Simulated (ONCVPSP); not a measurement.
## Logarithmic derivatives: Ca, ONCV

```json
{
 "Element": "Ca (Z = 20)",
 "Generator": "ONCVPSP 4.0.1",
 "Type": "optimised norm-conserving Vanderbilt (ONCV)",
 "Functional": "PBEsol",
 "Relativity": "scalar-relativistic",
 "Frozen core": "[Ne]",
 "Valence charge": "10",
 "Reference configuration": "3s2 3p6 3d0.5 4s1.5",
 "Partial waves": "3s+4s: rc 2.05 bohr, ncon 3, nbas 6, qcut 6.3 1/bohr, 2 projectors; 3p: rc 1.25 bohr, ncon 4, nbas 8, qcut 5.6 1/bohr, 2 projectors, debl 3.7 Ha; 3d: rc 3.30 bohr, ncon 4, nbas 9, qcut 4.8 1/bohr, 2 projectors, debl 2 Ha",
 "Local potential": "polynomial inside 1.10 bohr (lpopt 2, dvloc0 2 Ha)",
 "Core correction": "Teter function fitted to the true core (icmod 2), fcfact 0.4"
}
```

The phase is arctan(r·R′/R) of the radial function R(r), unwrapped; energies in Ha, scanned from -3 to 5 Ha. A pole is an energy at which the radial function vanishes at the test radius. The pseudo phase is shifted by a multiple of π to meet the all-electron one at the reference energy, and phase errors are pseudo minus all-electron; the curves can meet again beyond the range given. Levels narrower than the energy grid can be missing from the lists of poles.

Problem. For each channel, where are the poles, and over which energies does the pseudopotential scatter like the atom?

Solution.

```csv
channel,radius (bohr),reference energy (Ha),"poles, all-electron","poles, pseudo",unbroken range about the reference energy with phases within 0.05 rad,phase error 1 Ha above the reference energy (rad)
s,2.08,-0.13,"-1.48, 3.59","-1.48, 3.50",below 5.0,-0.002
p,1.27,-0.98,1.93,1.93,the whole range,-0.000
d,3.34,-0.04,"0.08, 1.46, 3.84","0.08, 1.48, 4.40",below 0.3,+0.033
```

Phases in the s channel:

| E (Ha) | all-electron | pseudo |
| --- | --- | --- |
| -2.98 | 1.240 | 1.240 |
| -2.76 | 1.201 | 1.201 |
| -2.54 | 1.140 | 1.140 |
| -2.32 | 1.029 | 1.029 |
| -2.10 | 0.743 | 0.743 |
| -1.88 | -0.398 | -0.398 |
| -1.66 | -1.352 | -1.352 |
| -1.44 | -1.600 | -1.600 |
| -1.22 | -1.714 | -1.714 |
| -1.00 | -1.794 | -1.794 |
| -0.78 | -1.865 | -1.865 |
| -0.56 | -1.942 | -1.942 |
| -0.34 | -2.036 | -2.036 |
| -0.12 | -2.166 | -2.166 |
| 0.10 | -2.363 | -2.363 |
| 0.32 | -2.681 | -2.681 |
| 0.54 | -3.151 | -3.152 |
| 0.76 | -3.641 | -3.643 |
| 0.98 | -3.987 | -3.988 |
| 1.20 | -4.198 | -4.200 |
| 1.42 | -4.332 | -4.334 |
| 1.64 | -4.422 | -4.424 |
| 1.86 | -4.487 | -4.489 |
| 2.08 | -4.535 | -4.538 |
| 2.30 | -4.574 | -4.577 |
| 2.52 | -4.606 | -4.609 |
| 2.74 | -4.633 | -4.636 |
| 2.96 | -4.656 | -4.660 |
| 3.18 | -4.677 | -4.682 |
| 3.40 | -4.697 | -4.703 |
| 3.62 | -4.715 | -4.723 |
| 3.84 | -4.732 | -4.742 |
| 4.06 | -4.750 | -4.763 |
| 4.28 | -4.768 | -4.785 |
| 4.50 | -4.787 | -4.810 |
| 4.72 | -4.807 | -4.839 |
| 4.94 | -4.830 | -4.876 |
